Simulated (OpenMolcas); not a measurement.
## Ta: effect of the IPEA shift

- Program: OpenMolcas 26.06
- Basis: ANO-RCC-VDZP [7s6p4d2f1g]
- Scalar Hamiltonian: DKH2, point nucleus
- Active space: 5 electrons in 6 orbitals (5d 6s)
- State averaging: 2S+1 = 4 even, 50 roots; 2S+1 = 6 even, 6 roots kept (CI in the orbitals of an earlier block); 2S+1 = 2 even, 98 roots kept (CI in the orbitals of an earlier block)
- Spin-orbit coupling: RASSI with atomic mean-field integrals over the reference wave functions, term energies averaged over their components

Methods on the same reference wave functions:
A. CASSCF
B. MS-CASPT2, IPEA 0.25 Eh, imaginary shift 0.1 Eh (closed shells correlated: 5s 5p)
C. MS-CASPT2, IPEA 0.5 Eh, imaginary shift 0.1 Eh (closed shells correlated: 5s 5p)

Energies in cm-1 above 5d3 6s2 4F 3/2, the measured ground level; measured values from NIST Handbook of Basic Atomic Spectroscopic Data.

```
                   Level      A      B      C  Measured
          5d3 6s2 4F 3/2    0.0    0.0    0.0       0.0
          5d3 6s2 4F 5/2   1721   1783   1755      2010
           5d4 6s 6D 1/2   2133   9780   9580          
           5d4 6s 6D 3/2   3064  10260  10000          
          5d3 6s2 4F 7/2   3484   3680   3640      3964
           5d4 6s 6D 5/2   4316  11310  11010          
          5d3 6s2 4F 9/2   4938   5410   5370      5621
           5d4 6s 6D 7/2   5605  12400  12060          
          5d3 6s2 4P 1/2   6039   5830   6140      6049
   5d3 6s2 4P 3/2 [73 %]   6231   6000   6400      6069
           5d4 6s 6D 9/2   7051  13660  13350          
          5d3 6s2 4P 5/2   8339   8560   9010      9253
          5d3 6s2 2G 7/2  10997  11320  11460          
5d3 6s2 2D 3/2(1) [50 %]  11602  11600  11980          
   5d3 6s2 2G 9/2 [59 %]  12122  12520  12560          
       5d3 6s2 2D 5/2(1)  13468  13680  14120          
          5d3 6s2 2P 1/2  13751  12290  12660          
   5d3 6s2 2H 9/2 [69 %]  16871  17450  17450          
         5d3 6s2 2H 11/2  17095  17770  17710          
   5d3 6s2 2P 3/2 [59 %]  17758  16780  17170          
          5d3 6s2 2F 5/2  18920  19560  20100          
    5d4 6s 4H 9/2 [55 %]  19449  25580  25620          
          5d4 6s 4H 11/2  20406  26840  26800          
 5d4 6s 4D 3/2(1) [65 %]  21204  24400  24840
```

Deviations, from unrounded energies. A percentage is the sum of absolute deviations over the sum of measured energies, with the sign that they share, or ± where signs differ.

```
                        Against measurement  Levels      A     B     C
             mean absolute deviation (cm-1)       6    420   280   250
      fine structure of the ground term (%)       3  -12.5  -6.2  -7.2
other terms of the ground configuration (%)       3   ±5.1  -4.6  ±3.2
```

C lies closest to measurement on these levels and A furthest from it. The largest miss of C in the table is 5d3 6s2 4P 3/2 [73 %], by +340 cm-1. The ranking rests on the paired levels alone, and a cruder setting can come out closer through cancelling errors.

Between B and C the level of the table that moves most is 5d3 6s2 2F 5/2, by 540 cm-1 (lowest in B, highest in C). Moves below CASPT2's spread within the term are not significant.

The mean deviations of B to C differ by less than CASPT2's widest spread within a term (700 cm-1), so their order carries little weight.

From A to B the spin-free energies of the other terms of 5d3 6s2 shown, above 4F, scale by factors of 0.83 to 1.12.

The lowest spin-free term lies below A's lowest term by 0.239 hartree in B, 0.231 hartree in C.

CASPT2 does not keep the components of a term degenerate, so their means are used; among the terms shown or strongly mixed into the levels shown the widest spread is 700 cm-1 (5d3 6s2 4F, B). Terms from blocks run as CI alone lack orbitals of their own. Configurations are named by rounded mean occupations; where the s occupation lies near a half they are strongly mixed, a name can repeat and a true partner stay unpaired. A single d shell beside an s shell can misplace configurations of different d count against each other. The CASPT2 spread within a term exceeds the gap to the next term for 5d4 6s 4F and 5d4 6s 4P, so the order of their levels is uncertain, and so are names and mixing where such terms share a J (figures for B; the like holds for C). Without dynamic correlation excited terms often stand tens of per cent too high (terms of higher spin than the ground term too low), and those without a measured partner can miss by more than the paired ones (holds for A). Blocks of more than 70 roots (2S+1 = 2 even) ran without multistate coupling (holds for B; C). Computed and measured levels are paired by configuration, term and J; levels that our copy of the source lacks, or whose pairing is in doubt (as where it misses far off the trend of its configuration), stay unpaired and out of the deviations. Levels of configurations outside the active space are missing. The table leaves out levels that lie high or whose names do not pair safely across all columns.

A share in square brackets marks a mixed level and gives the weight of the term that names it, the lowest over the columns. A number in round brackets counts repeated terms of one configuration in the order of the reference energies.
